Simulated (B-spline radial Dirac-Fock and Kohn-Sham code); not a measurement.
## Os⁷⁺: non-radiative channels of the M2 vacancy

System: osmium as Os⁷⁺, configuration [Xe] 4f14 5d1.

Level of theory: independent-particle rates on relativistic LDA orbitals of the hole state (multipoles up to L = 3, Coulomb Auger matrix elements, transition energies from Dirac-Fock); a radial atomic solver. Kinetic energies are configuration averages from the vacuum level; the two-hole energies are estimated from single-hole states.

```tsv
transition	kinetic energy (eV)	width (meV)	share (%)
M2-M5N1	16.74	127	1.1
M2-M4N2	55.88	773	6.6
M2-M5N2	126.3	868	7.4
M2-M3N6	133.0	435	3.7
M2-M4N3	135.9	835	7.1
M2-M3N7	136.4	422	3.6
M2-M3O2	147.1	61.0	0.5
M2-M5N3	207.3	75.4	0.6
M2-M4N4	317.6	300	2.6
M2-M4N5	331.4	361	3.1
M2-M4O1	537.9	151	1.3
M2-M4N6	564.8	2140	18.2
M2-M4N7	566.6	3290	28.0
M2-M4O2	577.8	116	1.0
M2-M4O3	592.5	136	1.2
M2-M5N6	634.6	81.1	0.7
M2-M5N7	638.4	57.9	0.5
M2-M5O2	648.7	104	0.9
M2-N2N3	1620.8	126	1.1
M2-N2N4	1804.6	124	1.1
M2-N2N5	1815.2	200	1.7
M2-N2N6	2046.9	70.3	0.6
M2-N2N7	2048.4	120	1.0
M2-N6N7	2553.4	108	0.9
```

Coster-Kronig rates are the weakest part of this model and often come out 1.5 to 2.5 times too large. The listed channels hold 94 % of the non-radiative rate. Summed by principal shells, of 11.7 eV in all: MMN 83.7 %, MNN 8.8 %, MMO 6.1 %, MNO 1.3 %.

Values without a named source are computed, but for edge energies of neutral atoms, which are taken from tables.
